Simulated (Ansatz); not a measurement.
Consider the formal loss of a carbene: `C[O][Al]([SH])[SH]` → `[CH2]` (triplet) + `[OH][Al]([SH])[SH]`.

Isolated molecules relaxed with PBE0-D4/def2-TZVP in Ansatz; ΔE leaves out vibrations. CCSD(T)/CBS is the MP2 limit (def2-TZVPP, def2-QZVPP) plus CCSD(T) − MP2 in def2-TZVPP, frozen cores. This one scheme is used for every species. Functionals use def2-TZVPP. Triplets are unrestricted, without spin–orbit coupling. One conformer a species, not always the lowest.

| level | ΔE (kJ/mol) | difference from CCSD(T)/CBS |
| --- | --- | --- |
| PBE-D4 | 387.0 | 10.8 |
| PBE0-D4 | 377.5 | 1.3 |
| B2PLYP | 372.4 | -3.8 |
| PBE | 381.3 | 5.1 |
| r2SCAN | 356.0 | -20.2 |
| PBE0 | 372.6 | -3.6 |
| MP2/def2-TZVPP | 375.6 | -0.6 |
| CCSD/def2-TZVPP | 357.9 | -18.3 |
| SCS-MP2/def2-QZVPP | 387.7 | 11.5 |
| MP2/CBS(def2) | 383.8 | 7.6 |
| CCSD(T)/CBS | 376.2 | 0 |

Largest T1 diagnostic among the species: 0.012.

From PBE to PBE0 (25 % exact exchange), in def2-TZVPP and without D4, ΔE moves by −8.8 kJ/mol. The D4 term adds +8.9 kJ/mol with B3LYP and +5.0 kJ/mol with PBE0; it sums over pairs of atoms, weighted by their polarisabilities, and B3LYP, whose exchange is more repulsive, gets the larger term. In def2-TZVPP, CCSD(T) changes the Hartree–Fock value by +124.1 kJ/mol (the triples alone add +10.1 kJ/mol) and MP2 by +131.7 kJ/mol.

B3LYP here is the variant with VWN-RPA as its local correlation; programs differ in this.
